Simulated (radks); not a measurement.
Results of a calculation; reference values are marked as such.
The sulfur anion S-, [Ne] 3s2 3p5, held by a Watson sphere: a shell of charge +1 at radius R that stands for the Madelung well of a crystal (potential energy -1/R inside, -1/r outside, in hartree with lengths in bohr). Level of theory: non-relativistic Kohn-Sham, LDA (Slater exchange, Perdew-Wang correlation), spin-polarised, spherical densities, point nucleus; open shells are filled with parallel spins first (a radial shooting solver on a logarithmic mesh with Libxc functionals). Response by self-consistent Sternheimer equations with the Hartree and adiabatic LDA kernel. The sphere does not respond.

R (bohr)  e(3s down) (eV)  e(3p up) (eV)  e(3p down) (eV)  <r> 3p (bohr)  sum of <r^2> (bohr^2)  X-ray form factor at sin(theta)/lambda = 0.3 1/angstrom  alpha (bohr^3)
2.08              -17.231         -8.076           -7.390          2.100                  34.88                                                    9.022           23.20
2.33              -16.812         -7.769           -7.096          2.139                  36.00                                                    9.007           25.26
3.31              -15.364         -6.503           -5.865          2.260                  39.61                                                    9.005           34.93
4                 -14.546         -5.707           -5.081          2.317                  41.40                                                    9.012           42.34
4.03              -14.514         -5.676           -5.049          2.320                  41.46                                                    9.012           42.67
4.12              -14.419         -5.581           -4.956          2.326                  41.66                                                    9.013           43.63
4.52              -14.025         -5.187           -4.565          2.349                  42.41                                                    9.014           47.83

Estimate the row for R = 3.37 bohr.

Answer. e(3s down) (eV) -15.286; e(3p up) (eV) -6.429; e(3p down) (eV) -5.793; <r> 3p (bohr) 2.266; sum of <r^2> (bohr^2) 39.79; X-ray form factor at sin(theta)/lambda = 0.3 1/angstrom 9.006; alpha (bohr^3) 35.57.
